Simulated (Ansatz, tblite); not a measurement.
Cost and result up the ladder for [WO3(OH)]- (WO4H⁻) (6 atoms). Total charge -1; singlet. Geometry: r2SCAN-D4/def2-SVPD.

```csv
atom,x (Å),y (Å),z (Å)
W1,-0.3816,0.0650,0.2462
O2,-0.6387,-0.4135,1.9206
O3,-0.5775,1.8072,0.0734
O4,-1.5429,-0.7410,-0.8050
O5,1.4391,-0.4508,-0.2635
H6,1.7017,-0.2669,-1.1717
```

Ansatz on 4 threads of Arm Neoverse V1 on a shared host; xTB runs through tblite on one thread. Times are rough, summed over both states, and most runs start from the orbitals of an earlier one. No level here is sound enough to serve as a yardstick. The other state is a triplet.

In the def2 sets W takes a core potential; there is no spin–orbit coupling. The xTB rows come from tblite.

xTB has no spin-polarisation term.

```tsv
level	functions	wall time	vertical triplet (eV)	remarks
GFN1-xTB	27	0.007 s	6.18	–
GFN2-xTB	26	0.008 s	4.79	–
PBE-D4/def2-TZVPD	212	7.9 s	4.58	HOMO above zero (triplet)
r2SCAN-D4/def2-TZVPD	212	23 s	4.76	HOMO above zero (triplet)
```
